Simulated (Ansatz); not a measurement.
Reaction (redistribution): `CO[SiH](C)S` + `[F][Ge][SH]` → `CO[SiH](C)F` + `[SH][Ge][SH]`

Program: Ansatz. Geometries: PBE0-D4/def2-TZVP. ΔE: electronic, gas phase. CCSD(T)/CBS is the MP2 limit (def2-TZVPP, def2-QZVPP) plus CCSD(T) − MP2 in def2-TZVPP, frozen cores. DFT in def2-TZVPP. B3LYP here is the variant with VWN-RPA as its local correlation; programs differ in this. For Ge outer-core shells are correlated without core-valence functions, which leaves a few kJ/mol of doubt a bond. Scalar relativity is left out up to krypton. Each species was taken in one conformer, which may not be the lowest.

`CO[SiH](C)S`:

```xyz
13

C    -0.140   -1.951    0.864
O     0.438   -0.996    0.007
Si   -0.223    0.475   -0.292
C     0.968    1.382   -1.380
S    -0.517    1.622    1.498
H    -1.153   -2.222    0.540
H     0.480   -2.849    0.843
H    -0.187   -1.581    1.893
H    -1.570    0.292   -0.900
H     0.545    2.334   -1.704
H     1.899    1.581   -0.844
H     1.204    0.782   -2.262
H    -1.743    1.132    1.736
```

`[F][Ge][SH]`:

```xyz
4

F    -0.912    0.989   -1.571
Ge   -1.081   -0.055   -0.168
S     1.096   -0.066    0.339
H     0.897   -0.868    1.400
```

`CO[SiH](C)F`:

Z-matrix (Å, degrees):
```
C
O 1 1.411
H 1 1.094 2 110.9
H 1 1.091 2 108.3 3 119.3
H 1 1.096 2 111.6 3 -121.3
Si 2 1.628 1 124.7 3 78.1
F 6 1.602 2 109.7 1 -65.8
C 6 1.843 2 108.2 1 175.0
H 6 1.486 2 109.8 1 49.4
H 8 1.092 6 110.5 2 57.7
H 8 1.092 6 110.7 2 177.7
H 8 1.092 6 110.5 2 -62.2
```

`[SH][Ge][SH]`:

```xyz
5

S     1.208    1.590    0.351
Ge    0.740   -0.110   -1.032
S    -0.985   -0.932    0.132
H     0.258    1.387    1.280
H    -1.221   -1.934   -0.731
```

```json
{"level": "PBE-D4", "ΔE (kJ/mol)": "-69.3", "difference from CCSD(T)/CBS": "10.8"}
{"level": "r2SCAN-D4", "ΔE (kJ/mol)": "-76.9", "difference from CCSD(T)/CBS": "3.2"}
{"level": "PBE0-D4", "ΔE (kJ/mol)": "-74.8", "difference from CCSD(T)/CBS": "5.3"}
{"level": "B3LYP-D4", "ΔE (kJ/mol)": "-76.7", "difference from CCSD(T)/CBS": "3.4"}
{"level": "ωB97M-V", "ΔE (kJ/mol)": "-72.4", "difference from CCSD(T)/CBS": "7.7"}
{"level": "PBE", "ΔE (kJ/mol)": "-70.7", "difference from CCSD(T)/CBS": "9.4"}
{"level": "r2SCAN", "ΔE (kJ/mol)": "-77.6", "difference from CCSD(T)/CBS": "2.5"}
{"level": "PBE0", "ΔE (kJ/mol)": "-76.2", "difference from CCSD(T)/CBS": "3.9"}
{"level": "MP2/def2-TZVPP", "ΔE (kJ/mol)": "-80.7", "difference from CCSD(T)/CBS": "-0.6"}
{"level": "SCS-MP2/def2-TZVPP", "ΔE (kJ/mol)": "-79.6", "difference from CCSD(T)/CBS": "0.5"}
{"level": "CCSD/def2-TZVPP", "ΔE (kJ/mol)": "-81.3", "difference from CCSD(T)/CBS": "-1.2"}
{"level": "CCSD(T)/def2-TZVPP", "ΔE (kJ/mol)": "-80.0", "difference from CCSD(T)/CBS": "0.1"}
{"level": "HF/def2-QZVPP", "ΔE (kJ/mol)": "-86.8", "difference from CCSD(T)/CBS": "-6.7"}
{"level": "MP2/def2-QZVPP", "ΔE (kJ/mol)": "-80.5", "difference from CCSD(T)/CBS": "-0.4"}
{"level": "SCS-MP2/def2-QZVPP", "ΔE (kJ/mol)": "-79.4", "difference from CCSD(T)/CBS": "0.7"}
{"level": "HF/CBS(def2)", "ΔE (kJ/mol)": "-86.8", "difference from CCSD(T)/CBS": "-6.7"}
{"level": "CCSD(T)/CBS", "ΔE (kJ/mol)": "-80.1", "difference from CCSD(T)/CBS": "0"}
```

Largest T1 diagnostic among the species: 0.015.

From PBE to PBE0 (25 % exact exchange), in def2-TZVPP and without D4, ΔE moves by −5.5 kJ/mol. In def2-TZVPP, CCSD(T) changes the Hartree–Fock value by +7.3 kJ/mol (the triples alone add +1.2 kJ/mol) and MP2 by +6.7 kJ/mol.

CCSD(T)/CBS has its own doubt, a few kJ/mol and more with outer-core shells, so smaller differences from it don't rank the levels.
